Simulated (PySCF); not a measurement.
PySCF input (BP86/def2-TZVPD):

```python
from pyscf import gto, scf, dft

mol = gto.M(
    atom='''
    B    -0.00000000   -0.00000000   -0.69204907
    N     0.00000000    0.00000000    0.54091630
    H    -0.00000000   -0.00000000   -1.85890057
    H     0.00000000    0.00000000    1.53273184
    ''',
    basis='def2-tzvpd',
    charge=0,
    spin=0,
    verbose=4,
)

mf = dft.RKS(mol, xc='bp86').density_fit(auxbasis='def2-universal-jkfit')
mf.grids.level = 3
mf.conv_tol = 1e-9
mf.max_cycle = 100
mf.max_memory = 1500
mf.kernel()
if not mf.converged:
    mf = mf.newton()
    mf.kernel(mf.make_rdm1())
mf.analyze()
```

Output:

```
PySCF version 2.14.0

[INPUT] verbose = 4
[INPUT] num. atoms = 4
[INPUT] num. electrons = 14
[INPUT] charge = 0
[INPUT] spin (= nelec alpha-beta = 2S) = 0
[INPUT] symmetry False subgroup None
[INPUT] Mole.unit = angstrom
[INPUT] Symbol           X                Y                Z      unit          X                Y                Z       unit  Magmom
[INPUT]  1 B      0.000000000000   0.000000000000  -0.692049070000 AA    0.000000000000   0.000000000000  -1.307783207060 Bohr   0.0
[INPUT]  2 N      0.000000000000   0.000000000000   0.540916300000 AA    0.000000000000   0.000000000000   1.022183663313 Bohr   0.0
[INPUT]  3 H      0.000000000000   0.000000000000  -1.858900570000 AA    0.000000000000   0.000000000000  -3.512812970098 Bohr   0.0
[INPUT]  4 H      0.000000000000   0.000000000000   1.532731840000 AA    0.000000000000   0.000000000000   2.896443400001 Bohr   0.0

nuclear repulsion = 23.9128787964025
number of shells = 36
number of NR pGTOs = 126
number of NR cGTOs = 92
basis = def2-tzvpd
ecp = {}

******** <class 'pyscf.df.df_jk.DFRKS'> ********
method = DFRKS
initial guess = minao
damping factor = 0
level_shift factor = 0
DIIS = <class 'pyscf.scf.diis.CDIIS'>
diis_start_cycle = 1
diis_space = 8
diis_damp = 0
SCF conv_tol = 1e-09
SCF conv_tol_grad = None
SCF max_cycles = 100
direct_scf = False
XC library pyscf.dft.libxc version 7.1.2
    S. Lehtola, C. Steigemann, M. J. T. Oliveira, and M. A. L. Marques,  SoftwareX 7, 1–5 (2018)
XC functionals = bp86
    A. D. Becke,  Phys. Rev. A 38, 3098 (1988)
    J. P. Perdew,  Phys. Rev. B 33, 8822 (1986)
    J. P. Perdew,  Phys. Rev. B 34, 7406–7406 (1986)
radial grids:
    Treutler-Ahlrichs [JCP 102, 346 (1995); DOI:10.1063/1.469408] (M4) radial grids

becke partition: Becke, JCP 88, 2547 (1988); DOI:10.1063/1.454033
pruning grids: <function nwchem_prune>
grids dens level: 3
symmetrized grids: False
atomic radii adjust function: <function treutler_atomic_radii_adjust>
small_rho_cutoff = 0
Set gradient conv threshold to 3.16228e-05
Initial guess from minao.
tot grids = 47568
init E= -80.861432880233
  HOMO = -0.366955401131791  LUMO = -0.0647746398243793  gap/eV = 8.22276
cycle= 1 E= -80.762919287695  delta_E= 0.0985  |g|= 0.551  |ddm|= 1.94
  HOMO = -0.154253634486457  LUMO = 0.0127113109761154  gap/eV = 4.54335
cycle= 2 E= -80.4204492100679  delta_E= 0.342  |g|= 1.28  |ddm|= 1.27
  HOMO = -0.270080842637454  LUMO = -0.00308560079150218  gap/eV = 7.26531
cycle= 3 E= -80.8084037975276  delta_E= -0.388  |g|= 0.275  |ddm|= 0.826
  HOMO = -0.275639559859383  LUMO = -0.0165932174649741  gap/eV = 7.04901
cycle= 4 E= -80.8306051791049  delta_E= -0.0222  |g|= 0.0298  |ddm|= 0.242
  HOMO = -0.269426395690701  LUMO = -0.0133920124771384  gap/eV = 6.96705
cycle= 5 E= -80.8308447584352  delta_E= -0.00024  |g|= 0.00721  |ddm|= 0.0353
  HOMO = -0.27022656540044  LUMO = -0.0134927038542337  gap/eV = 6.98608
cycle= 6 E= -80.8308612337033  delta_E= -1.65e-05  |g|= 0.00116  |ddm|= 0.0121
  HOMO = -0.270329398925816  LUMO = -0.0135467241296944  gap/eV = 6.98741
cycle= 7 E= -80.8308615527513  delta_E= -3.19e-07  |g|= 5.74e-05  |ddm|= 0.00152
  HOMO = -0.270327690269156  LUMO = -0.0135395600703008  gap/eV = 6.98756
cycle= 8 E= -80.8308615538914  delta_E= -1.14e-09  |g|= 7.92e-06  |ddm|= 0.000166
  HOMO = -0.270327924776553  LUMO = -0.0135404032202484  gap/eV = 6.98754
cycle= 9 E= -80.8308615539118  delta_E= -2.05e-11  |g|= 1.49e-06  |ddm|= 1.15e-05
  HOMO = -0.270328087173145  LUMO = -0.0135401996948818  gap/eV = 6.98755
Extra cycle  E= -80.8308615539079  delta_E= 3.98e-12  |g|= 4.37e-06  |ddm|= 4.08e-06
converged SCF energy = -80.8308615539079
**** SCF Summaries ****
Total Energy =                         -80.830861553907866
Nuclear Repulsion Energy =              23.912878796402456
One-electron Energy =                 -155.690894126595452
Two-electron Energy =                   50.947153776285134
Two-electron Coulomb Energy =           62.642662377622088
DFT Exchange-Correlation Energy =      -11.695508601336956
HOMO-LUMO gap [eV] =                     6.987554331431347
**** MO energy ****
MO #1   energy= -13.9814972938717  occ= 2
MO #2   energy= -6.51870391908982  occ= 2
MO #3   energy= -0.754584240894401 occ= 2
MO #4   energy= -0.499546944197721 occ= 2
MO #5   energy= -0.402114540640229 occ= 2
MO #6   energy= -0.270328087173146 occ= 2
MO #7   energy= -0.270328087173145 occ= 2
MO #8   energy= -0.0135401996948818 occ= 0
MO #9   energy= -0.0135401996948714 occ= 0
MO #10  energy= 0.000388464175810063 occ= 0
MO #11  energy= 0.0252452110470767 occ= 0
MO #12  energy= 0.0595294328964435 occ= 0
MO #13  energy= 0.110358791764845  occ= 0
MO #14  energy= 0.110358791764849  occ= 0
MO #15  energy= 0.12867467340882   occ= 0
MO #16  energy= 0.128675032777398  occ= 0
MO #17  energy= 0.135183316023204  occ= 0
MO #18  energy= 0.152859236216751  occ= 0
MO #19  energy= 0.15285923621678   occ= 0
MO #20  energy= 0.154570659058597  occ= 0
MO #21  energy= 0.186485457989004  occ= 0
MO #22  energy= 0.211072884815649  occ= 0
MO #23  energy= 0.211072884815654  occ= 0
MO #24  energy= 0.244044476989599  occ= 0
MO #25  energy= 0.310000690528499  occ= 0
MO #26  energy= 0.329018869172329  occ= 0
MO #27  energy= 0.329018869172342  occ= 0
MO #28  energy= 0.352214291219671  occ= 0
MO #29  energy= 0.352214418262272  occ= 0
MO #30  energy= 0.366663213662106  occ= 0
MO #31  energy= 0.450023258007915  occ= 0
MO #32  energy= 0.50537270226072   occ= 0
MO #33  energy= 0.525938758811667  occ= 0
MO #34  energy= 0.525938758811676  occ= 0
MO #35  energy= 0.528178113333188  occ= 0
MO #36  energy= 0.528178385729189  occ= 0
MO #37  energy= 0.538513274406123  occ= 0
MO #38  energy= 0.538513274406137  occ= 0
MO #39  energy= 0.653995034110618  occ= 0
MO #40  energy= 0.702670357671479  occ= 0
MO #41  energy= 0.702670357671484  occ= 0
MO #42  energy= 0.721189231134842  occ= 0
MO #43  energy= 0.850302831848891  occ= 0
MO #44  energy= 0.928344277575894  occ= 0
MO #45  energy= 1.11053926135904   occ= 0
MO #46  energy= 1.11219181829722   occ= 0
MO #47  energy= 1.11219181829727   occ= 0
MO #48  energy= 1.21868066905859   occ= 0
MO #49  energy= 1.2482237610585    occ= 0
MO #50  energy= 1.24822395150007   occ= 0
MO #51  energy= 1.36221857396024   occ= 0
MO #52  energy= 1.36221857396025   occ= 0
MO #53  energy= 1.43696487125817   occ= 0
MO #54  energy= 1.67188790021123   occ= 0
MO #55  energy= 1.67188790021124   occ= 0
MO #56  energy= 1.76198418215969   occ= 0
MO #57  energy= 1.7619841821597    occ= 0
MO #58  energy= 1.81490736092128   occ= 0
MO #59  energy= 1.84798991272226   occ= 0
MO #60  energy= 1.84798995597003   occ= 0
MO #61  energy= 1.8735756002429    occ= 0
MO #62  energy= 1.87357567485881   occ= 0
MO #63  energy= 1.89740493951935   occ= 0
MO #64  energy= 1.92233299956991   occ= 0
MO #65  energy= 1.92233299956994   occ= 0
MO #66  energy= 2.21718470423885   occ= 0
MO #67  energy= 2.21718470423889   occ= 0
MO #68  energy= 2.24344220750808   occ= 0
MO #69  energy= 2.49445072850862   occ= 0
MO #70  energy= 2.49445072850862   occ= 0
MO #71  energy= 2.64196714451412   occ= 0
MO #72  energy= 2.85617975268699   occ= 0
MO #73  energy= 2.97823642310971   occ= 0
MO #74  energy= 2.97823642310975   occ= 0
MO #75  energy= 3.09483160154988   occ= 0
MO #76  energy= 3.43898643061467   occ= 0
MO #77  energy= 3.52594489414956   occ= 0
MO #78  energy= 3.85184837694138   occ= 0
MO #79  energy= 3.85184837694141   occ= 0
MO #80  energy= 4.16464300505364   occ= 0
MO #81  energy= 4.16464331316435   occ= 0
MO #82  energy= 4.59802243485538   occ= 0
MO #83  energy= 4.59802423809549   occ= 0
MO #84  energy= 4.60622162110117   occ= 0
MO #85  energy= 4.73147280035182   occ= 0
MO #86  energy= 4.73147280035183   occ= 0
MO #87  energy= 4.92265263552315   occ= 0
MO #88  energy= 4.92265263552318   occ= 0
MO #89  energy= 5.32222972004873   occ= 0
MO #90  energy= 6.20850674789407   occ= 0
MO #91  energy= 14.5273967293662   occ= 0
MO #92  energy= 32.0679698282274   occ= 0
 ** Mulliken pop on meta-lowdin orthogonal AOs  **
 ** Mulliken pop  **
pop of  0 B 1s            1.99963
pop of  0 B 2s            0.83238
pop of  0 B 3s            0.00413
pop of  0 B 4s            0.00037
pop of  0 B 5s            0.00065
pop of  0 B 6s            0.00009
pop of  0 B 2px           0.59871
pop of  0 B 2py           0.59871
pop of  0 B 2pz           0.92690
pop of  0 B 3px           0.00053
pop of  0 B 3py           0.00053
pop of  0 B 3pz           0.01293
pop of  0 B 4px           0.00062
pop of  0 B 4py           0.00062
pop of  0 B 4pz           0.00195
pop of  0 B 3dxy          0.00000
pop of  0 B 3dyz          0.00184
pop of  0 B 3dz^2         0.00111
pop of  0 B 3dxz          0.00184
pop of  0 B 3dx2-y2       0.00000
pop of  0 B 4dxy          0.00000
pop of  0 B 4dyz          0.00000
pop of  0 B 4dz^2         0.00053
pop of  0 B 4dxz          0.00000
pop of  0 B 4dx2-y2       0.00000
pop of  0 B 5dxy          0.00000
pop of  0 B 5dyz          0.00047
pop of  0 B 5dz^2         0.00067
pop of  0 B 5dxz          0.00047
pop of  0 B 5dx2-y2       0.00000
pop of  0 B 4f-3          0.00000
pop of  0 B 4f-2          0.00000
pop of  0 B 4f-1          0.00006
pop of  0 B 4f+0          0.00315
pop of  0 B 4f+1          0.00006
pop of  0 B 4f+2          0.00000
pop of  0 B 4f+3          0.00000
pop of  1 N 1s            1.99989
pop of  1 N 2s            1.22867
pop of  1 N 3s            0.00375
pop of  1 N 4s            0.00054
pop of  1 N 5s            0.00019
pop of  1 N 6s            0.00011
pop of  1 N 2px           1.39203
pop of  1 N 2py           1.39203
pop of  1 N 2pz           1.30193
pop of  1 N 3px           0.00137
pop of  1 N 3py           0.00137
pop of  1 N 3pz           0.00187
pop of  1 N 4px           0.00002
pop of  1 N 4py           0.00002
pop of  1 N 4pz           0.00034
pop of  1 N 3dxy          0.00000
pop of  1 N 3dyz          0.00000
pop of  1 N 3dz^2         0.00551
pop of  1 N 3dxz          0.00000
pop of  1 N 3dx2-y2       0.00000
pop of  1 N 4dxy          0.00000
pop of  1 N 4dyz          0.00076
pop of  1 N 4dz^2         0.00073
pop of  1 N 4dxz          0.00076
pop of  1 N 4dx2-y2       0.00000
pop of  1 N 5dxy          0.00000
pop of  1 N 5dyz          0.00114
pop of  1 N 5dz^2         0.00081
pop of  1 N 5dxz          0.00114
pop of  1 N 5dx2-y2       0.00000
pop of  1 N 4f-3          0.00000
pop of  1 N 4f-2          0.00000
pop of  1 N 4f-1          0.00063
pop of  1 N 4f+0          0.00236
pop of  1 N 4f+1          0.00063
pop of  1 N 4f+2          0.00000
pop of  1 N 4f+3          0.00000
pop of  2 H 1s            0.93496
pop of  2 H 2s            0.00544
pop of  2 H 3s            0.00195
pop of  2 H 2px           0.00004
pop of  2 H 2py           0.00004
pop of  2 H 2pz           0.00155
pop of  2 H 3px           0.00016
pop of  2 H 3py           0.00016
pop of  2 H 3pz           0.00039
pop of  3 H 1s            0.71102
pop of  3 H 2s            0.00697
pop of  3 H 3s            0.00503
pop of  3 H 2px           0.00152
pop of  3 H 2py           0.00152
pop of  3 H 2pz           0.00067
pop of  3 H 3px           0.00009
pop of  3 H 3py           0.00009
pop of  3 H 3pz           0.00082
 ** Mulliken atomic charges  **
charge of    0B =      0.01106
charge of    1N =     -0.33860
charge of    2H =      0.05530
charge of    3H =      0.27225
Dipole moment(X, Y, Z, Debye): -0.00000, -0.00000,  0.07727
```
